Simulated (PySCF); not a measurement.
Compound: C₆H₅N₃.
Cartesian coordinates in Å at the PBE0-D3(BJ)/def2-TZVP level; atoms count from 1:
```
atom  x, y, z in Å
N1     3.242   -1.903   -0.306
C2     2.320   -1.222   -0.206
C3     1.177   -0.373   -0.079
C4     1.340    0.997    0.136
C5     0.189    1.753    0.253
N6    -1.041    1.260    0.176
C7    -1.188   -0.048   -0.035
N8    -2.465   -0.504   -0.151
C9    -0.093   -0.914   -0.170
H10    2.322    1.441    0.210
H11    0.258    2.823    0.424
H12   -2.650   -1.485   -0.049
H13   -3.188    0.133    0.133
H14   -0.231   -1.973   -0.343
```

Mayer bond orders were computed from the PBE0/pcSseg-2 density (PySCF). Isolated species at its PBE0-D3(BJ)/def2-TZVP geometry, gas phase.

Problem. The orders 0.92, 1.20, 1.31, 1.41, 1.55, 2.95 belong to the bonds N1–C2, C2–C3, C3–C4, C4–C5, C5–N6, C7–N8, in another order. Match them.

Solution. C2–C3 0.92; C7–N8 1.20; C3–C4 1.31; C4–C5 1.41; C5–N6 1.55; N1–C2 2.95.

Problem. Set the orders of all bonds between heavy atoms beside their lengths and the difference of the ESP-fitted charges at their ends.

Solution. 
```json
{"bond": "N1–C2", "Mayer order": "2.946", "length (Å)": "1.151", "q(first) − q(second) (e)": "-0.672"}
{"bond": "C5–N6", "Mayer order": "1.547", "length (Å)": "1.327", "q(first) − q(second) (e)": "+1.163"}
{"bond": "N6–C7", "Mayer order": "1.445", "length (Å)": "1.333", "q(first) − q(second) (e)": "-1.595"}
{"bond": "C4–C5", "Mayer order": "1.407", "length (Å)": "1.382", "q(first) − q(second) (e)": "-1.120"}
{"bond": "C9–C3", "Mayer order": "1.405", "length (Å)": "1.383", "q(first) − q(second) (e)": "-1.259"}
{"bond": "C3–C4", "Mayer order": "1.311", "length (Å)": "1.396", "q(first) − q(second) (e)": "+1.181"}
{"bond": "C7–C9", "Mayer order": "1.285", "length (Å)": "1.402", "q(first) − q(second) (e)": "+1.631"}
{"bond": "C7–N8", "Mayer order": "1.195", "length (Å)": "1.362", "q(first) − q(second) (e)": "+1.734"}
{"bond": "C2–C3", "Mayer order": "0.921", "length (Å)": "1.429", "q(first) − q(second) (e)": "-0.266"}
```

The Mayer order sums products of elements of PS (density times overlap matrix) between the two atoms' basis functions, so it depends on the basis set.
